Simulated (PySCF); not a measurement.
(CH3CH2)3CF, C7H15F.
SMILES with atom numbers: `[CH3:1][CH2:2][C:3]([F:4])([CH2:5][CH3:6])[CH2:7][CH3:8]` (hydrogens: H9, H10, H11 on C1; H12, H13 on C2; H14, H15 on C5; H16, H17, H18 on C6; H19, H20 on C7; H21, H22, H23 on C8)

Method used: PySCF 2.14.0, PBE0-D3(BJ)/def2-SVP geometry optimisation, gas phase.

Task: What internal coordinates does the optimisation give?

Result: 
```json
{"bond": "C1–C2, C5–C6, C7–C8", "length (Å)": "1.519", "order": "single"}
{"bond": "C2–C3, C3–C5, C3–C7", "length (Å)": "1.527", "order": "single"}
{"bond": "C3–F4", "length (Å)": "1.402", "order": "single"}
{"bond": "C1–H9 and 8 like bonds", "length (Å)": "1.100", "order": "single"}
{"bond": "C2–H12 and 5 like bonds", "length (Å)": "1.102", "order": "single"}
```

Bonds in one row agree within 0.01 Å and their mean is given. Orders are formal, as drawn. A selection of angles:
```json
{"angle": "C2–C1–H9", "degrees": "110.4"}
{"angle": "C2–C1–H10", "degrees": "112.3"}
{"angle": "H9–C1–H10", "degrees": "107.9"}
{"angle": "C1–C2–C3", "degrees": "114.9"}
{"angle": "C1–C2–H12", "degrees": "110.7"}
{"angle": "C1–C2–H13", "degrees": "109.5"}
{"angle": "C3–C2–H12", "degrees": "108.6"}
{"angle": "C3–C2–H13", "degrees": "106.8"}
{"angle": "H12–C2–H13", "degrees": "106.0"}
{"angle": "C2–C3–F4", "degrees": "106.7"}
{"angle": "C2–C3–C5", "degrees": "110.1"}
{"angle": "C2–C3–C7", "degrees": "113.7"}
{"angle": "F4–C3–C7", "degrees": "105.4"}
```

Dihedral angles: C1–C2–C3–F4 -60° (synclinal); C2–C3–C5–C6 176° (antiperiplanar); C2–C3–C7–C8 64° (synclinal).

Of the pairs four or more bonds apart, C1···H19 is among the closest relative to their van der Waals radii: 2.69 Å, 93 % of the sum of Bondi's values.

Point group: Cs (every atom within 0.08 Å of its image). Whether it is a minimum is left open (no frequencies). The numbers are those of one conformer.
